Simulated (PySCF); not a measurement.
AlH, SMILES [AlH] (connectivity only; charge and spin as stated), neutral, multiplicity 1.

The structure is a stationary point at B3LYP-D3(BJ)/def2-TZVPD.

Calculation: PBE0/def2-TZVPD (PySCF).

| Property | Result |
|---|---|
| total energy | -242.86005 hartree |
| point group | C∞v |
| highest occupied level | -5.83 eV |
| lowest empty level | -1.80 eV |
| orbital gap | 4.03 eV |
| dipole moment | 0.10 D |
| quadrupole, principal values (traceless, Buckingham form, about the centre of nuclear charge) | -7.36, 3.68, 3.68 D·Å |
| mean static polarisability | 47.4 bohr³ (7.03 Å³) |
| polarisability, principal values | 45.6, 45.6, 51.0 bohr³ |
